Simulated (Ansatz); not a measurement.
Reaction (hydrogenolysis of a C–Cl bond): `N[SiH2]C(Cl)Cl` + H₂ → `N[SiH2]CCl` + HCl

Isolated molecules relaxed with PBE0-D4/def2-TZVP in Ansatz; ΔE leaves out vibrations. CBS: MP2 limit from def2 TZ/QZ plus the TZ coupled-cluster correction, frozen cores. This one scheme is used for every species. Each species was taken in one conformer, which may not be the lowest.

```tsv
species	MP2/def2-QZVPP energy (Eh)
`N[SiH2]C(Cl)Cl`	-1304.26723
H₂	-1.16658
`N[SiH2]CCl`	-845.12891
HCl	-460.33593
```

Task: Work out ΔE.

Result: ΔE = (-845.12891) + (-460.33593) − (-1304.26723) − (-1.16658) = -0.03103 Eh = -81.5 kJ/mol. CCSD(T)/CBS gives -86.6 kJ/mol.

Largest T1 diagnostic among the species: 0.010.

The D4 term adds +10.0 kJ/mol with B3LYP and +5.3 kJ/mol with PBE0; it sums over pairs of atoms, weighted by their polarisabilities, and B3LYP, whose exchange is more repulsive, gets the larger term. From PBE to PBE0 (25 % exact exchange), in def2-TZVPP and without D4, ΔE moves by −8.8 kJ/mol.

B3LYP here is the variant with VWN-RPA as its local correlation; programs differ in this.
